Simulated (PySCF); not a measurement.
**Frontier levels across methods**

C2H7BN2.
Z-matrix (Å and degrees, PBE0-D3(BJ)/def2-SVP geometry), rows numbered from 1:
```
C 
N   1  1.4713
B   2  1.6210  1  115.39
C   3  1.5766  2  105.72  1   -61.80
N   4  1.1613  3  176.36  2     6.57
H   1  1.0969  2  108.58  3   -59.71
H   1  1.0976  2  108.39  3    57.83
H   1  1.0990  2  111.38  3   179.00
H   2  1.0226  1  109.89  3  -122.35
H   2  1.0214  1  110.38  3   121.19
H   3  1.2197  2  106.37  1   178.54
H   3  1.2200  2  106.59  1    57.86
```

Basis pcSseg-2 throughout (PySCF), one geometry. Isolated species at its PBE0-D3(BJ)/def2-SVP geometry (one conformer only).

Question: How do the orbital energies, the gap and the dipole change with the method?

Answer: 
| method | kind | HOMO (eV) | LUMO (eV) | gap (eV) | μ (D) | SCF cycles |
| --- | --- | --- | --- | --- | --- | --- |
| BLYP | GGA | -6.68 | -1.43 | 5.25 | 7.39 | 16 |
| OPBE | GGA | -6.72 | -1.30 | 5.42 | 7.38 | 15 |
| B97-D | GGA | -6.77 | -1.28 | 5.49 | 7.40 | 15 |
| PBE | GGA | -6.79 | -1.42 | 5.36 | 7.39 | 15 |
| KT2 | GGA | -6.81 | -1.42 | 5.39 | 7.31 | 15 |
| KT3 | GGA | -6.83 | -1.59 | 5.24 | 7.31 | 14 |
| BP86 | GGA | -6.88 | -1.30 | 5.58 | 7.41 | 14 |
| LDA | LDA | -6.91 | -1.54 | 5.37 | 7.46 | 14 |
| B97-2 | global hybrid | -7.83 | -0.61 | 7.22 | 7.48 | 14 |
| B3LYP | global hybrid | -7.88 | -0.95 | 6.93 | 7.48 | 14 |
| PBE0 | global hybrid | -8.09 | -0.63 | 7.46 | 7.49 | 14 |
| mPW1PW91 | global hybrid | -8.11 | -0.65 | 7.46 | 7.50 | 14 |
| BHandHLYP | global hybrid | -9.32 | -0.07 | 9.25 | 7.58 | 13 |
| CAM-B3LYP | range-separated hybrid | -9.51 | 0.08 | 9.58 | 7.54 | 14 |
| wB97X-D | range-separated hybrid | -9.97 | 1.13 | 11.11 | 7.56 | 14 |
| LC-wPBE | range-separated hybrid | -10.90 | 1.27 | 12.16 | 7.58 | 14 |
| HF | Hartree–Fock | -11.20 | 1.64 | 12.84 | 7.73 | 12 |

The HOMO spans 4.52 eV, from BLYP down to HF, and the gap runs from 5.24 eV (KT3) to 12.84 eV (HF). Over the methods BLYP (0 %), OPBE (0 %), B97-D (0 %), PBE (0 %), KT2 (0 %), KT3 (0 %), BP86 (0 %), LDA (0 %), B97-2 (21 %), B3LYP (20 %), PBE0 (25 %), mPW1PW91 (25 %), BHandHLYP (50 %), HF (100 %), a straight line through the gap against the share of exact exchange rises by 0.75 eV for each 10 % (correlation coefficient 0.998). The dipole ranges from 7.31 D (KT3) to 7.73 D (HF). This basis has no diffuse functions.

The vertical ΔSCF ionisation energy at PBE0/def2-SVPD is 10.35 eV; −ε(HOMO) comes closest to it with wB97X-D (9.97 eV).
